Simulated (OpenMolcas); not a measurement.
**neutral ruthenium: input and output**

Input:

```
&GATEWAY
Coord
1

Ru 0.0 0.0 0.0
Basis=ANO-RCC-VQZP
Group=XYZ
NoMove
AngMom=0.0 0.0 0.0
AMFI
&SEWARD
* reference wave functions (RASSCF and RASSI steps not shown): 8 electrons in 6 orbitals (4d 5s)
>>> COPY JOB001 $Project.JobIph
&CASPT2
Multistate=15 1 2 3 4 5 6 7 8 9 10 11 12 13 14 15
Frozen=8 6
IPEA=0.0
Imaginary=0.25
MaxIter=60
WThr=0.0 0.3 0.05
PrWF=0.5
NoMix
>>> COPY JOB002 $Project.JobIph
&CASPT2
Multistate=65 1 2 3 4 5 6 7 8 9 10 11 12 13 14 15 16 17 18 19 20 21 22
23 24 25 26 27 28 29 30 31 32 33 34 35 36 37 38 39 40 41 42 43 44 45 46
47 48 49 50 51 52 53 54 55 56 57 58 59 60 61 62 63 64 65
Frozen=8 6
IPEA=0.0
Imaginary=0.25
MaxIter=60
WThr=0.0 0.3 0.05
PrWF=0.5
NoMix
>>> COPY JOB003 $Project.JobIph
&CASPT2
Multistate=28 1 2 3 4 5 6 7 8 9 10 11 12 13 14 15 16 17 18 19 20 21 22
23 24 25 26 27 28
Frozen=8 6
IPEA=0.0
Imaginary=0.25
MaxIter=60
WThr=0.0 0.3 0.05
PrWF=0.5
NoMix
```

Launched by
```bash
OMP_NUM_THREADS=1 MOLCAS_MEM=2252 MOLCAS_PROJECT=a pymolcas a.inp > a.log  # once for each step of the input, in one work folder
```

Output, cut to the results:

```
--- CASPT2 ---
Orbital specifications:
      -----------------------

      Symmetry species                           1   2
                                                ag  au
      Frozen orbitals                            8   6
      Inactive orbitals                          1   3
      Active orbitals                            6   0
      Secondary orbitals                        36  44
      Deleted orbitals                           0   0
      Number of basis functions                 51  53
Type of calculation                        MS-CASPT2
      Fock operator                              state-specific
      IPEA shift                                 0.00
      Real shift                                 0.00
      Imaginary shift                            0.25
      The input orbitals will be transformed to quasi-canonical
Reference energy:       -4527.3380552567
      E2 (Non-variational):      -0.5982159513
      Shift correction:          -0.0035309376
      E2 (Variational):          -0.6017468888
      Total energy:           -4527.9398021455
      Residual norm:              0.0000002161
      Reference weight:           0.88141
      Contributions to the CASPT2 correlation energy
      Active & Virtual Only:         -0.2230808088
      One Inactive Excited:          -0.2573156091
      Two Inactive Excited:          -0.1178195334
Reference energy:       -4527.3380552567
      E2 (Non-variational):      -0.6009778890
      Shift correction:          -0.0036942780
      E2 (Variational):          -0.6046721671
      Total energy:           -4527.9427274237
      Residual norm:              0.0000002499
      Reference weight:           0.87969
      Contributions to the CASPT2 correlation energy
      Active & Virtual Only:         -0.2248176267
      One Inactive Excited:          -0.2581952041
      Two Inactive Excited:          -0.1179650583
::    CASPT2 Root  1     Total energy:  -4527.93980215
::    CASPT2 Root  2     Total energy:  -4527.94272742
::    CASPT2 Root  3     Total energy:  -4527.93538319
::    CASPT2 Root  4     Total energy:  -4527.93520874
::    CASPT2 Root  5     Total energy:  -4527.93700907
::    CASPT2 Root  6     Total energy:  -4527.93657897
::    CASPT2 Root  7     Total energy:  -4527.94125586
::    CASPT2 Root  8     Total energy:  -4527.91744169
::    CASPT2 Root  9     Total energy:  -4527.91744160
::    CASPT2 Root 10     Total energy:  -4527.91744402
::    CASPT2 Root 11     Total energy:  -4527.91744282
::    CASPT2 Root 12     Total energy:  -4527.91744294
::    CASPT2 Root 13     Total energy:  -4527.90434505
::    CASPT2 Root 14     Total energy:  -4527.90434505
::    CASPT2 Root 15     Total energy:  -4527.90434505
::    MS-CASPT2 Root  1     Total energy:  -4527.94277347
::    MS-CASPT2 Root  2     Total energy:  -4527.94134557
::    MS-CASPT2 Root  3     Total energy:  -4527.93986663
::    MS-CASPT2 Root  4     Total energy:  -4527.93703559
::    MS-CASPT2 Root  5     Total energy:  -4527.93653769
::    MS-CASPT2 Root  6     Total energy:  -4527.93551219
::    MS-CASPT2 Root  7     Total energy:  -4527.93492100
::    MS-CASPT2 Root  8     Total energy:  -4527.91744275
::    MS-CASPT2 Root  9     Total energy:  -4527.91744182
::    MS-CASPT2 Root 10     Total energy:  -4527.91744092
::    MS-CASPT2 Root 11     Total energy:  -4527.91743988
::    MS-CASPT2 Root 12     Total energy:  -4527.91743794
::    MS-CASPT2 Root 13     Total energy:  -4527.90434435
::    MS-CASPT2 Root 14     Total energy:  -4527.90433848
::    MS-CASPT2 Root 15     Total energy:  -4527.90433536
--- CASPT2 ---
Orbital specifications:
      -----------------------

      Symmetry species                           1   2
                                                ag  au
      Frozen orbitals                            8   6
      Inactive orbitals                          1   3
      Active orbitals                            6   0
      Secondary orbitals                        36  44
      Deleted orbitals                           0   0
      Number of basis functions                 51  53
Type of calculation                        MS-CASPT2
      Fock operator                              state-specific
      IPEA shift                                 0.00
      Real shift                                 0.00
      Imaginary shift                            0.25
      The input orbitals will be transformed to quasi-canonical
Reference energy:       -4527.2960061097
      E2 (Non-variational):      -0.6158864514
      Shift correction:          -0.0058066462
      E2 (Variational):          -0.6216930976
      Total energy:           -4527.9176992073
      Residual norm:              0.0000001863
      Reference weight:           0.86659
      Contributions to the CASPT2 correlation energy
      Active & Virtual Only:         -0.2414707009
      One Inactive Excited:          -0.2560936014
      Two Inactive Excited:          -0.1183221491
Reference energy:       -4527.2960061097
      E2 (Non-variational):      -0.6136652648
      Shift correction:          -0.0057709457
      E2 (Variational):          -0.6194362105
      Total energy:           -4527.9154423202
      Residual norm:              0.0000001909
      Reference weight:           0.86773
      Contributions to the CASPT2 correlation energy
      Active & Virtual Only:         -0.2401385130
      One Inactive Excited:          -0.2553369135
      Two Inactive Excited:          -0.1181898383
::    CASPT2 Root  1     Total energy:  -4527.91769921
::    CASPT2 Root  2     Total energy:  -4527.91544232
::    CASPT2 Root  3     Total energy:  -4527.91819006
::    CASPT2 Root  4     Total energy:  -4527.91457440
::    CASPT2 Root  5     Total energy:  -4527.91394290
::    CASPT2 Root  6     Total energy:  -4527.91734419
::    CASPT2 Root  7     Total energy:  -4527.91458790
::    CASPT2 Root  8     Total energy:  -4527.89435042
::    CASPT2 Root  9     Total energy:  -4527.89433477
...
```

Levels above the lowest, from the spin-orbit matrix with the single-state CASPT2 energies, averaged by term, on its diagonal:

```csv
Configuration,Term,J,E (cm⁻¹),Measured (cm⁻¹),g,Term weight %,Second
4d⁷ 5s,⁵F,5,0.0,0.0,1.397,98,
4d⁷ 5s,⁵F,4,1216,1191,1.346,97,2 ³F(1)
4d⁷ 5s,⁵F,3,2170,2092,1.248,98,
4d⁷ 5s,⁵F,2,2820,2713,1.002,98,
4d⁷ 5s,⁵F,1,3220,3105,0.011,97,2 ³D
4d⁶ 5s²,⁵D,4,4800,7483,1.406,63,34 4d⁷ 5s ³F(1)
4d⁷ 5s,³F(1),4,5410,,1.332,61,34 4d⁶ 5s² ⁵D
4d⁶ 5s²,⁵D,3,6060,8575,1.468,92,7 4d⁷ 5s ³F(1)
4d⁶ 5s²,⁵D,2,6330,,1.490,49,39 4d⁷ 5s ³P(1)
4d⁷ 5s,³F(1),3,6860,,1.113,90,7 4d⁶ 5s² ⁵D
4d⁶ 5s²,⁵D,1,7050,9073,1.511,86,12 4d⁷ 5s ³P(1)
4d⁶ 5s²,⁵D,2,7320,,1.460,48,25 4d⁷ 5s ³P(1)
4d⁶ 5s²,⁵D,0,7320,9492,,92,8 4d⁷ 5s ³P(1)
4d⁷ 5s,³F(1),2,7760,,0.821,81,8 ³P(1)
4d⁷ 5s,⁵P,3,8540,8771,1.663,99,
4d⁷ 5s,⁵P,1,8650,,1.978,48,32 ³P(1)
4d⁷ 5s,⁵P,2,9540,8044,1.693,59,23 ³P(1)
4d⁷ 5s,³P(1),0,10410,,,69,26 ³P(2)
4d⁷ 5s,³G,5,10520,,1.193,92,5 ³H
4d⁷ 5s,³P(1),1,10690,,1.884,52,40 ⁵P
4d⁷ 5s,³G,4,11050,,1.040,81,7 ³H
4d⁷ 5s,³P(2),1,11810,,1.542,80,10 ⁵P
4d⁷ 5s,³G,3,11920,,0.790,88,10 ³F(2)
4d⁷ 5s,³P(2),2,12150,,1.449,70,14 ¹D
```

Against the 10 measured excited levels shown (NIST Handbook of Basic Atomic Spectroscopic Data) the mean absolute deviation is 1100 cm-1; the largest miss in energy is 4d⁶ 5s² ⁵D₄ [63 %]: computed 4800, measured 7483 cm⁻¹ (-35.8 %).

CASPT2 does not keep the components of a term degenerate, so their means are used; among the terms shown or strongly mixed into the levels shown the widest spread is 1700 cm-1 (4d⁷ 5s ⁵F). Terms from blocks run as CI alone lack orbitals of their own. Configurations are named by rounded mean occupations; where the s occupation lies near a half they are strongly mixed, a name can repeat and a true partner stay unpaired. A single d shell beside an s shell can misplace configurations of different d count against each other. The CASPT2 spread within a term exceeds the gap to the next term for 4d⁶ 5s² ⁵D and 4d⁷ 5s ³F(1), so the order of their levels is uncertain, and so are names and mixing where such terms share a J. Some terms miss by over 15 % even with CASPT2, which points to a basis or an active space too small for the shells correlated. Measured partners are found by configuration, term and J. A level has none where our copy of the source lacks it or the pairing is in doubt (some pairs that miss far off the trend of their configuration count as doubtful), and it then counts in no deviation. Only configurations of the active space appear. The first state left out of the spin-orbit step lies near 31000 cm-1 above the lowest spin-free state of the reference (among the parities and spins computed), and the list stops at four fifths of that energy or lower. The table shows the lowest 24 of 44 levels.

The CASPT2 steps took 120 s on 1 thread of Intel(R) Xeon(R) Platinum 8488C (Sapphire Rapids), on a shared host; the integral step is not counted.

The term weight is that of the spin-free term in the level, not the purity of its configuration. A share in square brackets marks a mixed level and gives the weight of the term that names it. A number in round brackets counts repeated terms of one configuration in the order of the reference energies.
